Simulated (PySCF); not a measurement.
**Correlation energy of Nd⁴⁸⁺ (neodymium, charge +48)**

[Ne] 3s2, closed-shell 1S. Computed with PySCF 2.14 in an uncontracted even-tempered set (16 s from 11 bohr⁻², ratio 2.5; 10 p from 14 bohr⁻², ratio 2.5; 4 d from 52 bohr⁻², ratio 2.7; 4 f from 78 bohr⁻², ratio 2.7), with the non-relativistic Hamiltonian (point nucleus). Frozen: 1s2; 10 electrons correlated; the 17 highest virtual orbitals of each spin left out.

```tsv
level	correlation energy (mhartree)
CCSD	-547.48
(T)	-1.78
CCSD(T)	-549.26
```

Diagnostics: T1 = 0.00024, D1 = 0.0008, largest double amplitude 0.087.

Problem. Is a single reference adequate?

Solution. Mostly. T1 lies below 0.03, but a double amplitude of this size points to a near-degeneracy that CCSD handles and MP2 describes poorly.

At this charge a non-relativistic calculation is a model, useful for the Z dependence of the correlation energy.
